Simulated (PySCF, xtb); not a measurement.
GeH₂Br₂, SMILES [Br][GeH2][Br].

Harmonic wavenumbers (cm⁻¹) from GFN2-xTB run with xtb 6.7.1 at its own minimum, in rising order: 90, 271, 307, 417, 583, 660, 773, 1843, 1903.

Question: What does PBE-D3(BJ)/def2-SVP run with PySCF 2.14.0 give at its own minimum? (An estimate is asked for; the answer gives what the named calculation found.)

Answer: 94, 285, 315, 463, 609, 729, 815, 2092, 2115. Paired by order, the mean absolute difference is 75 cm⁻¹ and the zero-point energies are 9.8 and 10.7 kcal/mol.
